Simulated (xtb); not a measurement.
xtb input (GFN2-xTB):

```bash
xtb mol.xyz --gfn 2 --sp --chrg 0 --uhf 0
```
mol.xyz:
```
8

Si    -0.09897798    -0.08319078    -0.34877666
Cl     0.45216596     0.38004449     1.59333350
O     -0.86295889     1.18805967    -1.01009602
O      1.22822907    -0.43167941    -1.21720337
O     -1.09251820    -1.36763063    -0.33536287
H     -0.42287490     2.04179908    -1.01249638
H      1.82396016    -1.11387712    -0.89742001
H     -1.88423062    -1.33400457     0.20741829
```

End of the output:

```
         :::::::::::::::::::::::::::::::::::::::::::::::::::::
         ::                     SUMMARY                     ::
         :::::::::::::::::::::::::::::::::::::::::::::::::::::
         :: total energy             -20.191101463433 Eh    ::
         :: gradient norm              0.019727437703 Eh/a0 ::
         :: HOMO-LUMO gap              8.494267339231 eV    ::
         ::.................................................::
         :: SCC energy               -20.286324446168 Eh    ::
         :: -> isotropic ES            0.092920437637 Eh    ::
         :: -> anisotropic ES         -0.001982969613 Eh    ::
         :: -> anisotropic XC         -0.001107665198 Eh    ::
         :: -> dispersion             -0.005035914956 Eh    ::
         :: repulsion energy           0.095222982735 Eh    ::
         :: add. restraining           0.000000000000 Eh    ::
         :: total charge              -0.000000000000 e     ::
         :::::::::::::::::::::::::::::::::::::::::::::::::::::

           -------------------------------------------------
          |                Property Printout                |
           -------------------------------------------------

    * Orbital Energies and Occupations

         #    Occupation            Energy/Eh            Energy/eV
      -------------------------------------------------------------
         1        2.0000           -1.0412698             -28.3344
       ...           ...                  ...                  ...
         4        2.0000           -0.6974118             -18.9775
         5        2.0000           -0.6473134             -17.6143
         6        2.0000           -0.5856997             -15.9377
         7        2.0000           -0.5856997             -15.9377
         8        2.0000           -0.5486694             -14.9301
         9        2.0000           -0.5121679             -13.9368
        10        2.0000           -0.5121679             -13.9368
        11        2.0000           -0.4976671             -13.5422
        12        2.0000           -0.4871914             -13.2572
        13        2.0000           -0.4871914             -13.2572
        14        2.0000           -0.4470217             -12.1641
        15        2.0000           -0.4244385             -11.5496
        16        2.0000           -0.4244385             -11.5496 (HOMO)
        17                         -0.1122799              -3.0553 (LUMO)
        18                         -0.0967350              -2.6323
        19                         -0.0967350              -2.6323
        20                         -0.0277533              -0.7552
        21                          0.0349139               0.9501
        22                          0.0349139               0.9501
        23                          0.0378714               1.0305
        24                          0.0378714               1.0305
        25                          0.0846056               2.3022
        26                          0.0846056               2.3022
        27                          0.0882946               2.4026
       ...                                ...                  ...
        33                          0.7959185              21.6580
      -------------------------------------------------------------
                  HL-Gap            0.3121586 Eh            8.4943 eV
             Fermi-level           -0.2683592 Eh           -7.3024 eV

     #   Z          covCN         q      C6AA      α(0)
     1  14 Si       3.126     0.669   147.125    26.002
     2  17 Cl       0.802    -0.317   109.201    15.986
     3   8 O        1.575    -0.444    21.764     6.295
     4   8 O        1.575    -0.444    21.764     6.295
     5   8 O        1.575    -0.444    21.764     6.295
     6   1 H        0.810     0.326     0.646     1.262
     7   1 H        0.810     0.326     0.646     1.262
     8   1 H        0.810     0.326     0.646     1.262

 Mol. C6AA /au·bohr⁶  :       1470.510428
 Mol. C8AA /au·bohr⁸  :      56254.040426
 Mol. α(0) /au        :         64.659885

Wiberg/Mayer (AO) data.
largest (>0.10) Wiberg bond orders for each atom

 ---------------------------------------------------------------------------
     #   Z sym  total        # sym  WBO       # sym  WBO       # sym  WBO
 ---------------------------------------------------------------------------
     1  14 Si   4.477 --     5 O    1.180     3 O    1.180     4 O    1.180
                             2 Cl   0.909
     2  17 Cl   1.077 --     1 Si   0.909
     3   8 O    2.203 --     1 Si   1.180     6 H    0.877
     4   8 O    2.203 --     1 Si   1.180     7 H    0.877
     5   8 O    2.203 --     1 Si   1.180     8 H    0.877
     6   1 H    0.894 --     3 O    0.877
     7   1 H    0.894 --     4 O    0.877
     8   1 H    0.894 --     5 O    0.877
 ---------------------------------------------------------------------------

Topologies differ in total number of bonds
Writing topology from bond orders to xtbtopo.mol

molecular dipole:
                 x           y           z       tot (Debye)
 q only:       -0.084      -0.071      -0.296
   full:       -0.027      -0.023      -0.095       0.258
molecular quadrupole (traceless):
                xx          xy          yy          xz          yz          zz
 q only:        3.455      -0.783       3.728      -3.283      -2.759      -7.183
  q+dip:        4.240      -0.961       4.576      -4.030      -3.387      -8.816
   full:        4.295      -0.974       4.635      -4.082      -3.431      -8.930

           -------------------------------------------------
          | TOTAL ENERGY              -20.191101463433 Eh   |
          | GRADIENT NORM               0.019727437703 Eh/α |
          | HOMO-LUMO GAP               8.494267339231 eV   |
           -------------------------------------------------

------------------------------------------------------------------------
------------------------------------------------------------------------
 total:
Note: The following floating-point exceptions are signalling: IEEE_UNDERFLOW_FLAG IEEE_DENORMAL
normal termination of xtb
 SCF:
```
